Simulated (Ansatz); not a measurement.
Saddle point of SiNH5Cl2, singlet (SiH₂Cl₂ ([Cl][SiH2][Cl]) + NH₃ → SiNH₃Cl₂ ([NH2][SiH]([Cl])[Cl]) + H₂; bonds formed: Si1–N7, H2–H6; bonds broken: Si1–H2, H6–N7), PBE0-D4/def2-TZVP structure:

Si1  (-0.506, -0.522, -0.063)
H2  (1.115, -0.982, 0.400)
Cl3  (-0.145, -1.653, -1.760)
Cl4  (-1.041, -1.215, 1.814)
H5  (-1.848, -0.026, -0.460)
H6  (1.200, 0.071, 0.294)
N7  (0.452, 1.063, -0.017)
H8  (0.183, 1.731, 0.697)
H9  (0.589, 1.532, -0.905)
(Å)

Energies are electronic, without zero-point energy. Barriers and step energies count from the start structure reached by relaxing down the imaginary mode; all methods use the PBE0-D4 structures, on which another method's saddle can fall below an end. Ansatz 0.2.0; basis: def2-TZVPP, with def2-QZVPP for the basis limit; cores frozen in the correlated methods. B3LYP uses VWN-RPA correlation. Extrapolation: Hartree–Fock as exp(−7.88 √X), correlation as X^−2.97.

```tsv
method	barrier (kcal/mol)	step energy (kcal/mol)
SPW92	25.33	-9.42
PBE-D4	34.73	-8.35
BLYP-D4	40.26	-9.21
r2SCAN-D4	?	-10.15
B97M-V	40.19	-8.99
PBE0-D4	38.20	-8.43
B3LYP-D4	?	-9.06
r2SCAN0-D4	39.64	-9.79
BHLYP-D4	47.03	-8.99
CAM-B3LYP-D4	43.27	-9.18
wB97X-V	43.00	-8.85
wB97M-V	41.98	-9.36
B2PLYP	44.41	-8.51
PBE-QIDH	41.27	-9.00
RPA on PBE	?	-7.61
HF	61.17	-6.52
MP2	42.20	-10.45
CCSD	46.92	-8.04
CCSD(T)	44.20	-8.63
```

Question: Fill in the withheld barriers. (Judge from chemistry; the value comes from the calculation.)

Answer: By the calculation: B3LYP-D4 42.59; RPA on PBE 44.87; r2SCAN-D4 37.07 kcal/mol. Each is the energy of the saddle less that of the start structure, by the same method.

For comparison, the barrier by CCSD(T) at an estimated basis limit (MP2 extrapolated from triple and quadruple zeta, plus CCSD(T) − MP2 in triple zeta) is 43.49 kcal/mol.

T1 diagnostic: at most 0.010. The start structure is not quite a true minimum (one mode of 37i cm⁻¹).

Labels in which every atom is bracketed show which atoms are joined, not bond orders.

For scale, one of the runs: CCSD(T)/def2-TZVPP, 227 basis functions, launched by `ansatz run in.yaml --threads 4 --pin off --events-out ev --progress --plain --max-ram 9574MiB`. Time: 68 s of wall clock on 4 CPU threads of an Arm Neoverse V2; the host was shared. Peak host memory: 3.5 GiB.
